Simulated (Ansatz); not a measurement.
A geometry relaxed with PBE-D3(BJ)/def2-TZVP in Ansatz (an electronic-structure program), charge 0, multiplicity 1:

```xyz
7

H     -1.2431    -1.1107    -1.3906
Sn    -0.4216    -0.3642    -0.0950
H      2.0472    -0.5727     0.3249
H     -1.0092    -0.5970     1.5117
O     -0.3817     1.5951    -0.4601
H     -0.4276     2.1045     0.3664
O      1.4360    -1.0550    -0.2574
```

**Question.** Write the SMILES of this molecule.

**Answer.** `[OH][SnH2][OH]`
